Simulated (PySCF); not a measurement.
An unknown is described by computed data only.

Formula: C6H12NP.

| Quantity | Value |
| --- | --- |
| Triplet | lowest triplet excitation (Tamm–Dancoff): 5.27 eV [TDA CAM-B3LYP/def2-SVPD] |
| 1H NMR | chemical shifts (computed TMS as zero) by class: 2.04 (2 H), 1.23 (3 H), 1.02 (6 H), 1.00 (1 H) ppm [GIAO PBE/pcSseg-1] |
| 13C NMR | chemical shifts (computed TMS as zero) by class: 117.6 (1 C), 40.9 (1 C), 21.0 (2 C), 19.8 (1 C), 14.3 (1 C) ppm [GIAO PBE/pcSseg-1] |
| Dipole | 4.93 D [CAM-B3LYP/def2-SVPD] |
| UV, first state | lowest singlet excitation: 6.41 eV (193 nm, f = 0.074) [TDDFT CAM-B3LYP/def2-SVPD] |
| UV, strongest line | among the 10 lowest singlet transitions: S7 at 7.75 eV (160 nm, f = 0.077) [TDDFT CAM-B3LYP/def2-SVPD] |
| Rotational structure | rotational constants A, B, C: 3.279, 0.976, 0.808 GHz [PBE0-D3(BJ)/def2-SVP] |
| Valence photoelectron | vertical ionisation energy: 9.01 eV [ΔSCF CAM-B3LYP/def2-SVPD] |

Electronic properties: PySCF, gas phase, density fitting. Levels stand in brackets. Geometry: PBE0-D3(BJ)/def2-SVP, one conformer, isolated molecule. Each NMR value is the plain mean over a class of atoms that symmetry, rotation or inversion makes alike.

Q: Give a SMILES that accounts for the data.

A: Numbering: `[CH3:1][CH:2]([CH3:3])[P:4]([CH3:5])[CH2:6][C:7]#[N:8]`. 6 carbons fall into 5 classes; from least to most shielded: nitrile carbon [C7] (117.6 ppm), sp3 carbon bound to phosphorus [C2] (40.9 ppm), methyl carbon [C1/C3] (21.0 ppm, 2 C), sp3 carbon bound to phosphorus [C6] (19.8 ppm), sp3 carbon bound to phosphorus [C5] (14.3 ppm). Hydrogen classes from least to most shielded: 2 H on an sp3 carbon bound to phosphorus, C6 (2.04 ppm, a mean of values up to 0.6 ppm apart in this geometry), 3 H on an sp3 carbon bound to phosphorus, C5 (1.23 ppm, a mean of values up to 1.0 ppm apart in this geometry), 6 H on 2 methyl carbons, C1/C3 (1.02 ppm), 1 H on an sp3 carbon bound to phosphorus, C2 (1.00 ppm). The first electron is taken from the HOMO, whose largest Löwdin shares are 0.59 on the phosphine phosphorus, 0.11 on an sp3 carbon bound to phosphorus, 0.10 on an sp3 carbon bound to phosphorus and 0.09 on an sp3 carbon bound to phosphorus. The optimised geometry has point group C1 and is an asymmetric top. Structure: `P(C(C)C)(CC#N)C`. The assignments are read from this structure; whether some other isomer fits the data as well wasn't checked.

Shape of the structure used: `[CH3:1][CH:2]([CH3:3])[P:4]([CH3:5])[CH2:6][C:7]#[N:8]`: C1–C2–P4–C5 -69°, C2–P4–C6–C7 165°.
